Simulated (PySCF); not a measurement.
A structure optimised at PBE-D3(BJ)/def2-TZVP, used in a PySCF frequency run:

```xyz
7

N     -0.1881     1.1186     0.0000
C      0.4328    -0.0274     0.0000
O     -0.1078    -1.2004     0.0000
H     -1.2062     1.2115     0.0000
H      0.3533     1.9845     0.0000
H      1.5272    -0.0399     0.0000
H     -1.0917    -1.2181     0.0000
```
Charge +1, spin multiplicity 1.

Problem. Write its SMILES, formula and point group.

Solution. NC=[OH+], CH4NO, Cs

Problem. What are its rotational constants (standard atomic weights)?

Solution. 62.649, 10.648, 9.1011 GHz
